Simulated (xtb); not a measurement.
Si(H)2(OH)(SeH) (H4OSeSi), SMILES [SiH2](O)[SeH]. All values are semi-empirical tight-binding results from xtb (GFN2-xTB unless named), good for trends rather than for accurate numbers. Geometry optimised at GFN2-xTB. Other conformers were not sampled.

Computed properties:
```
Item                                           Result
--------------------------------------  -------------
orbital gap                                   4.74 eV
zero-point energy                       23.1 kcal/mol
G − E(el) at 298.15 K (modified RRHO)    4.5 kcal/mol
static polarisability (D4 model)           62.9 bohr³
solvation energy, GFN2-xTB/ALPB(water)  -7.0 kcal/mol
solvation energy, GFN2-xTB/ALPB(dmso)   -8.2 kcal/mol
```
